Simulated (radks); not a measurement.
Results of a calculation; reference values are marked as such.
Question: Excited configurations of the magnesium ion Mg3+: one electron is placed in a higher orbital outside [He] 2s2 2p4. The ground configuration is [He] 2s2 2p5. Code: a radial shooting solver on a logarithmic mesh with Libxc functionals. Model: scalar-relativistic Kohn-Sham, LDA (Slater exchange, Perdew-Wang correlation), spin-unpolarised, spherical densities, finite nucleus; Fermi nuclear charge, rms radius 3.057 fm. Excitation = E - E(ground); binding = E(ion) - E, where the ion is the core of charge +4; n* = 4/sqrt(2 binding) in atomic units, and the quantum defect is n - n*.

| outer orbital | excitation (eV) | binding (eV) | n* | quantum defect | eigenvalue (eV) | <r> (bohr) |
|---|---|---|---|---|---|---|
| 3s | 70.924 | 41.403 | 2.293 | 0.707 | -36.471 | 2.003 |
| 4p | 94.502 | 17.825 | 3.495 | 0.505 | -15.754 | 4.397 |
| 4f | 98.801 | 13.526 | 4.012 | -0.012 | -11.544 | 4.504 |
| 5s | 100.31 | 12.015 | 4.257 | 0.743 | -10.761 | 6.883 |
| 5p | 101.43 | 10.900 | 4.469 | 0.531 | -9.729 | 7.357 |
| 6s | 104.36 | 7.965 | 5.228 | 0.772 | -7.170 | 10.42 |
| 6p | 104.97 | 7.360 | 5.438 | 0.562 | -6.612 | 11.05 |
| 6d | 105.77 | 6.559 | 5.761 | 0.239 | -5.865 | 11.92 |
| 6f | 106.10 | 6.225 | 5.913 | 0.087 | -5.534 | 11.82 |
| 7s | 106.66 | 5.671 | 6.196 | 0.804 | -5.125 | 14.68 |
| 7d | 107.51 | 4.819 | 6.721 | 0.279 | -4.336 | 16.56 |

Estimate the row for 5d.

Answer: excitation (eV) 102.88; binding (eV) 9.443; n* 4.801; quantum defect 0.199; eigenvalue (eV) -8.361; <r> (bohr) 8.012. The Delta-SCF ionisation energy is 112.33 eV (NIST Atomic Spectra Database: 109.27 eV, semi-empirical). Self-interaction in the functional shifts the binding energies and quantum defects, so they are the method's values and not measured ones. Spin polarisation and multiplet splitting are left out, so open shells lie too high by an amount that depends on their filling.

Beside tabulated values, note that spin-unpolarised runs miss the spin-polarisation part of the exchange energy of open shells.
